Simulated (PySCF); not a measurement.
**Excitation energy of B⁺ by level of theory**

B⁺ [He] 2s2 (1S) → B⁺ [He] 2p2 (3P), as a difference of total energies. All numbers are calculated (PySCF 2.14, scalar relativity by spin-free X2C-1e, in x2c-TZVPPall (5s3p2d1f, 31 functions)). Correlated levels: valence: 1s2 frozen. The calculations carry no spin-orbit coupling.

```
           method  excitation energy (eV)
              UHF                  10.956
    MP2 (valence)                  11.741
SCS-MP2 (valence)                  12.053
   CCSD (valence)                  12.330
```

Q: How much does correlation contribute at MP2 (valence)?

A: 11.741 − (10.956) = 0.785 eV, measured against UHF.

Errors of the correlated levels include the incompleteness of this basis and the frozen core.

The basis was made for the ground configuration and has no added diffuse functions, so the excitation energy can come out too high.

With two correlated electrons CCSD is exact in that space.

The coupled-cluster amplitudes are large for the lower state (T1 above 0.03 or a double amplitude above 0.15), so a single reference is strained.

For comparison: 12.265 eV (measured; NIST levels, between the centres of gravity of the two terms).
